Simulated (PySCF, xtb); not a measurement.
Ge(OMe)(SiH3) (CH6GeOSi), SMILES [SiH3][Ge][O]C (connectivity only; charge and spin as stated), neutral, multiplicity 1.

GFN2-xTB run with xtb at its own geometry gives an orbital gap of 2.05 eV and a dipole moment of 0.84 D.

The structure is a stationary point at B3LYP-D3(BJ)/def2-SVP. The structure was generated by enumeration; whether it is a known compound was not checked. The values are those of a single conformer.

What does PBE/def2-TZVP (PySCF) give? (An estimate is asked for; the answer gives what the named calculation found.)

gap 2.01 eV (levels -5.33 and -3.32 eV), dipole 0.72 D.
